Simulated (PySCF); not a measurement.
# Structure from 2D NMR

Compound of formula C8H7FO2. Correlations simulated from computed shifts and the bond graph:

HSQC (one-bond C–H):
```csv
δH,δC
7.43,137.6
7.35,121.4
3.62,42.1
```

COSY cross peaks (H two or three bonds apart, from the bond graph; peaks can be absent where the dihedral angle is near 90°):
```csv
δH,δH
7.43,7.35
```

HMBC (two and three bonds, from the bond graph):
```csv
δH,δC
7.43,"172.3, 137.6, 135.4, 121.4, 42.1"
7.35,"172.3, 137.6, 135.4, 121.4"
3.62,"177.1, 137.6, 135.4"
```

Carbons without hydrogens: δ 177.1, 172.3, 135.4.

Computed data (PySCF 2.14): GFN2-xTB structure, PBE0/pcSseg-1 with gauge-including orbitals. Gas phase, non-relativistic Hamiltonian, rapidly exchanging positions averaged, one conformer.

Shifts are taken against calculated references (same method and geometry level): TMS for ¹H and ¹³C.

Exchangeable hydrogens are left out of these lists.

Work out the connectivity.

Answers

`O=C(O)Cc1ccc(F)cc1`.

Numbering as in the mapped SMILES `[O:1]=[C:2]([OH:3])[CH2:4][c:5]1[cH:6][cH:7][c:8]([F:9])[cH:10][cH:11]1` (H(Xn): hydrogen on atom n).

δC 177.1 is C2, a carboxylic acid carbon. δC 172.3 is C8, an aromatic carbon bearing fluorine. δC 137.6 is C6/C11, an aromatic CH (δH 7.43). δC 135.4 is C5, a substituted aromatic carbon. δC 121.4 is C7/C10, an aromatic CH (δH 7.35). δC 42.1 is C4, an sp3 CH2 α to a carbonyl (δH 3.62). HMBC from δH 7.43 reaches the proton-free carbons C8, C5. HMBC from δH 7.35 reaches the proton-free carbons C8, C5. HMBC from δH 3.62 reaches the proton-free carbons C2, C5. COSY links 7.43–7.35.

The data come from this structure; uniqueness wasn't tested.

The OH or NH signal is concentration- and solvent-dependent in practice; the value given is the gas-phase one. Shifts are as computed. Against solution values, carbons near 30 ppm lie about +3 ppm off and those near 130 ppm about +5 ppm. Of 1211 compounds with measured shifts, 218 miss one by over three times the rms of a fit or turn the order of signals round; such compounds aren't used in these exercises. The C=O carbon of an acid or of an amide with N–H lies up to 10 ppm further downfield in solution, through hydrogen bonding that the calculation lacks.
